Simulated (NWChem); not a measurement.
# Ionisation of C₂H₂F

```xyz
5

C      1.2054    -0.0264     0.0000
C     -0.0339     0.4220     0.0000
F     -1.1644    -0.2161     0.0000
H      1.4106    -1.1040     0.0000
H      2.0398     0.6757     0.0000
```
Charge 0, spin multiplicity 2.

Program: NWChem. Structure: optimised with UPBE0/def2-SVP, a minimum by its harmonic frequencies.

Basis set: def2-TZVP. The species with one electron less has spin multiplicity 1 and keeps the geometry of the parent. Δ marks differences of total energies (open shells unrestricted). −ε marks an orbital energy of the parent. That orbital need not have the symmetry of the hole or added electron in the Δ rows. That singlet is a closed-shell solution.

The correlated methods keep 3 core orbitals frozen. B3LYP has NWChem's definition, with VWN1-RPA local correlation. The structure started from a generated list of species. The unpaired electrons of the parent sit in orbitals of symmetry a' (Cs labels of the run); other states weren't searched. No SCF solution was tested for a lower state.

Question: Order these methods by the first vertical ionisation energy they give, lowest first: −ε(alpha HOMO) of PBE, ΔB3LYP, −ε(alpha HOMO) of M06-2X, ΔB2PLYP.

Answer: −ε(alpha HOMO) of PBE (6.05 eV), −ε(alpha HOMO) of M06-2X (9.08 eV), ΔB2PLYP (10.37 eV), ΔB3LYP (10.49 eV)
